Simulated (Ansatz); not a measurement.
`N=C(N)[SiH3]`, charge 0, multiplicity 1.

Question: Give a relaxed structure at PBE0-D4/def2-TZVP (Ansatz 0.2.0). (Estimate.)

Answer: The calculation gave: 
```xyz
10

N     0.214   -1.287    1.083
C     0.209   -0.202    0.413
N     0.879    0.954    0.709
Si   -0.944   -0.216   -1.094
H     0.822   -1.241    1.904
H     1.578    0.947    1.436
H     0.970    1.669    0.010
H    -2.354   -0.184   -0.635
H    -0.688    0.993   -1.929
H    -0.686   -1.433   -1.898
```
This is one stationary point; other conformers may exist.
